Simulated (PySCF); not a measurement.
CH3, SMILES [CH3], multiplicity 2.

Geometry optimised at PBE-D3(BJ)/def2-TZVPD.

The numbers are results of TDA-CAM-B3LYP/def2-TZVPD (PySCF), not measurements.

Vertical excitations; the highest root listed may be one member of a degenerate set. Gas-phase values at a fixed geometry.

Computed excitation energies, oscillator strengths and character:
```csv
state,energy (eV),λ (nm),f,main pairs
root 1,5.73,217,0.039,α HOMO→LUMO 97 %
root 2,6.78,183,0.000,β HOMO→LUMO (degenerate set)
root 3,6.78,183,0.000,β HOMO−1→LUMO (degenerate set)
root 4,7.81,159,0.000,α HOMO→LUMO+1 (degenerate set)
root 5,7.81,159,0.000,α HOMO→LUMO+2 (degenerate set)
root 6,8.68,143,0.000,α HOMO→LUMO+5 (degenerate set)
root 7,8.68,143,0.000,α HOMO→LUMO+4 (degenerate set)
root 8,8.81,141,0.126,α HOMO→LUMO+3 95 %
root 9,9.72,128,0.000,α HOMO→LUMO+6 94 %
root 10,10.06,123,0.087,α HOMO→LUMO+7 98 %
```
Unrestricted roots are not spin-pure.
